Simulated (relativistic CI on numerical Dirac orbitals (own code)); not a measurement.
**Electric-dipole transitions in Pt⁴⁺**

Calculated at this level of theory: Dirac-Coulomb-Breit CI, orbitals from a KLI potential per configuration, model QED (radiative potential, 1s self-energy scaled to tabulated hydrogen-like ionisation energies), valence Slater integrals scaled by 0.85, P86 correlation energy added to each configuration (own radial code, finite nucleus).

Configurations in the expansion (outside the closed core [Kr] 4d10 4f14): 5s2.5p6.5d6, 5s2.5p6.5d5.6s, 5s2.5p6.5d5.6p, 5s2.5p6.5d5.5f, 5s2.5p6.5d5.5g, 5s2.5p6.5d5.7s, 5s2.5p6.5d4.6s.6p, 5s2.5p6.5d5.6d, 5s2.5p5.5d7, 5s2.5p6.5d5.7p, 5s2.5p6.5d5.7d, 5s2.5p6.5d5.8s, 5s2.5p6.5d5.6f, 5s2.5p6.5d5.8p, 5s2.5p6.5d5.8d, 5s2.5p6.5d4.5f.6s, 5s2.5p6.5d4.6p.6d, 5s.5p6.5d7, 5s2.5p6.5d4.6s2, 5s2.5p6.5d3.6s2.6p, 5s2.5p6.5d3.5f.6s2, 5s2.5p6.5d3.5g.6s2, 5s2.5p6.5d3.6s2.7s, 5s2.5p6.5d3.6s2.6d. Double excitations out of closed p, d and f shells are left out; levels of such configurations are missing from the list, as are those of other unlisted configurations, and high levels can miss mixing partners.

| λ vac (Å) | Lower | Upper | A (s⁻¹) | gf | Branching (%) |
| --- | --- | --- | --- | --- | --- |
| 525.47 | 5s2.5p6.5d6 3H_6 [8] | 5s2.5p6.5d5.6p 3G°_5 [235] | 2.21e+09 | 1.01e+00 | 31.8 |
| 534.43 | 5s2.5p6.5d5.6s 7S_3 [33] | 5s2.5p6.5d4.6s.6p 7P°_4 [351] | 6.18e+09 | 2.38e+00 | 96.0 |
| 534.70 | 5s2.5p6.5d6 3G_5 [7] | 5s2.5p6.5d5.6p 3H°_5 [224] | 1.63e+09 | 7.70e-01 | 18.3 |
| 535.69 | 5s2.5p6.5d6 5D_4 [1] | 5s2.5p6.5d5.6p 5D°_4 [145] | 2.37e+09 | 9.19e-01 | 49.2 |
| 535.73 | 5s2.5p6.5d6 3H_6 [8] | 5s2.5p6.5d5.6p 3H°_5 [224] | 1.61e+09 | 7.64e-01 | 18.1 |
| 541.82 | 5s2.5p6.5d6 5D_4 [1] | 5s2.5p6.5d5.6p 3G°_4 [140] | 9.73e+08 | 3.85e-01 | 28.2 |
| 545.21 | 5s2.5p6.5d6 5D_3 [3] | 5s2.5p6.5d5.6p 5P°_2 [157] | 2.62e+09 | 5.83e-01 | 47.0 |
| 550.50 | 5s2.5p6.5d6 5D_3 [3] | 5s2.5p6.5d5.6p 3F°_3 [153] | 1.59e+09 | 5.04e-01 | 29.1 |
| 550.75 | 5s2.5p6.5d6 5D_3 [3] | 5s2.5p6.5d5.6p 5F°_4 [152] | 3.20e+09 | 1.31e+00 | 53.6 |
| 552.83 | 5s2.5p6.5d6 3H_6 [8] | 5s2.5p6.5d5.6p 3H°_6 [196] | 1.63e+09 | 9.72e-01 | 46.3 |
| 555.03 | 5s2.5p6.5d6 5D_2 [2] | 5s2.5p6.5d5.6p 5D°_3 [142] | 1.94e+09 | 6.29e-01 | 40.8 |
| 556.02 | 5s2.5p6.5d6 3H_4 [13] | 5s2.5p6.5d5.6p 3F°_4 [230] | 2.69e+09 | 1.12e+00 | 43.2 |
| 556.31 | 5s2.5p6.5d6 1G_4 [24] | 5s2.5p6.5d5.6p 1F°_3 [279] | 6.61e+09 | 2.15e+00 | 65.4 |
| 556.67 | 5s2.5p6.5d6 1I_6 [20] | 5s2.5p6.5d5.6p 1H°_5 [253] | 4.59e+09 | 2.35e+00 | 53.7 |
| 558.10 | 5s2.5p6.5d6 3G_5 [7] | 5s2.5p6.5d5.6p 3F°_4 [190] | 2.87e+09 | 1.21e+00 | 36.7 |
| 558.87 | 5s2.5p6.5d6 5D_4 [1] | 5s2.5p6.5d5.6p 5P°_3 [130] | 2.10e+09 | 6.89e-01 | 40.7 |
| 559.58 | 5s2.5p6.5d6 3H_5 [17] | 5s2.5p6.5d5.6p 3F°_4 [234] | 3.46e+09 | 1.46e+00 | 47.7 |
| 562.31 | 5s2.5p6.5d6 5D_2 [2] | 5s2.5p6.5d5.6p 5F°_3 [138] | 1.61e+09 | 5.36e-01 | 25.9 |
| 562.92 | 5s2.5p6.5d6 3H_4 [6] | 5s2.5p6.5d5.6p 5D°_4 [169] | 2.32e+09 | 9.94e-01 | 45.9 |
| 564.53 | 5s2.5p6.5d6 3H_4 [6] | 5s2.5p6.5d5.6p 5F°_3 [165] | 3.15e+09 | 1.05e+00 | 42.8 |
| 564.94 | 5s2.5p6.5d6 3H_6 [8] | 5s2.5p6.5d5.6p 5F°_5 [183] | 2.50e+09 | 1.32e+00 | 41.1 |
| 568.77 | 5s2.5p6.5d6 3H_6 [8] | 5s2.5p6.5d5.6p 3G°_5 [178] | 2.32e+09 | 1.24e+00 | 41.0 |
| 571.21 | 5s2.5p6.5d6 3H_5 [17] | 5s2.5p6.5d5.6p 3H°_5 [224] | 3.42e+09 | 1.84e+00 | 38.3 |
| 571.89 | 5s2.5p6.5d6 5D_2 [2] | 5s2.5p6.5d5.6p 3D°_2 [132] | 3.22e+09 | 7.90e-01 | 67.3 |
| 572.27 | 5s2.5p6.5d6 5D_4 [1] | 5s2.5p6.5d5.6p 5F°_5 [126] | 3.19e+09 | 1.72e+00 | 68.6 |
| 572.31 | 5s2.5p6.5d6 3G_5 [7] | 5s2.5p6.5d5.6p 3I°_5 [174] | 1.38e+09 | 7.44e-01 | 39.8 |
| 572.72 | 5s2.5p6.5d6 3G_4 [15] | 5s2.5p6.5d5.6p 3G°_4 [216] | 3.27e+09 | 1.45e+00 | 47.8 |
| 573.84 | 5s2.5p6.5d6 5D_4 [1] | 5s2.5p6.5d5.6p 5F°_4 [125] | 1.81e+09 | 8.04e-01 | 48.5 |
| 576.01 | 5s2.5p6.5d6 1I_6 [20] | 5s2.5p6.5d5.6p 1I°_6 [232] | 4.84e+09 | 3.13e+00 | 66.5 |
| 579.15 | 5s2.5p6.5d6 3H_6 [8] | 5s2.5p6.5d5.6p 3H°_6 [168] | 4.89e+09 | 3.20e+00 | 71.2 |
| 581.82 | 5s2.5p6.5d6 5D_3 [3] | 5s2.5p6.5d5.6p 5P°_3 [130] | 1.51e+09 | 5.38e-01 | 29.3 |
| 582.54 | 5s2.5p6.5d6 5D_2 [2] | 5s2.5p6.5d5.6p 5P°_1 [128] | 3.17e+09 | 4.83e-01 | 64.9 |
| 585.10 | 5s2.5p6.5d6 5D_4 [1] | 5s2.5p6.5d5.6p 5P°_3 [119] | 3.04e+09 | 1.09e+00 | 59.5 |
| 592.91 | 5s2.5p6.5d6 3G_5 [7] | 5s2.5p6.5d5.6p 3H°_6 [154] | 1.63e+09 | 1.11e+00 | 50.2 |
| 598.28 | 5s2.5p6.5d6 3H_4 [6] | 5s2.5p6.5d5.6p 3I°_5 [137] | 1.25e+09 | 7.37e-01 | 47.4 |
| 1027.8 | 5s2.5p6.5d5.6p 7P°_4 [106] | 5s2.5p6.5d5.6d 7D_5 [364] | 4.99e+09 | 8.69e+00 | 99.4 |
| 1066.9 | 5s2.5p6.5d5.6s 7S_3 [33] | 5s2.5p6.5d5.6p 7P°_4 [106] | 2.44e+09 | 3.75e+00 | 97.3 |
| 1088.1 | 5s2.5p6.5d5.6s 5G_5 [41] | 5s2.5p6.5d5.6p 5H°_6 [160] | 1.70e+09 | 3.92e+00 | 62.5 |
| 1098.3 | 5s2.5p6.5d5.6s 5G_6 [40] | 5s2.5p6.5d5.6p 5H°_7 [156] | 1.97e+09 | 5.35e+00 | 84.1 |
| 1108.3 | 5s2.5p6.5d5.6s 5F_5 [56] | 5s2.5p6.5d5.6p 3H°_6 [209] | 1.25e+09 | 2.99e+00 | 44.3 |
| 1115.9 | 5s2.5p6.5d5.6s 3I_7 [60] | 5s2.5p6.5d5.6p 3I°_7 [217] | 1.29e+09 | 3.60e+00 | 37.5 |
| 1118.1 | 5s2.5p6.5d5.6s 5F_5 [71] | 5s2.5p6.5d5.6p 5G°_6 [242] | 1.69e+09 | 4.11e+00 | 52.7 |
| 1128.2 | 5s2.5p6.5d5.6s 3I_7 [60] | 5s2.5p6.5d5.6p 3K°_8 [213] | 2.07e+09 | 6.72e+00 | 100.0 |
| 1128.5 | 5s2.5p6.5d5.6s 3I_6 [55] | 5s2.5p6.5d5.6p 1K°_7 [200] | 1.59e+09 | 4.54e+00 | 64.1 |
| 1139.1 | 5s2.5p6.5d5.6s 3H_6 [85] | 5s2.5p6.5d5.6p 3I°_7 [280] | 1.92e+09 | 5.61e+00 | 80.3 |

Terms are leading LS components. Brackets give the number of a level in order of energy, since labels repeat. The list gives strong lines, with weight on those to low levels, without lines whose two gauges differ by over a factor of 2.5, among the lowest 400 of 6780 levels, so that lines to higher ones, which can be the strongest, are missing. Levels whose partners in the same complex of configurations lie outside the list can be far off, and so can their lines. Rates are taken at the computed energies, electric ones in the length gauge.

At this charge configurations can still be misplaced by up to about 7 % of their energy. Levels and lines within the n = 5 or 6 shells can be off by up to 10 % or somewhat more, and those that change n by about 2 %, since core polarisation is missing.

LS names give the leading component of a level, which can be under half, so a name can repeat, a term be missing and a line seem to break the LS rules.
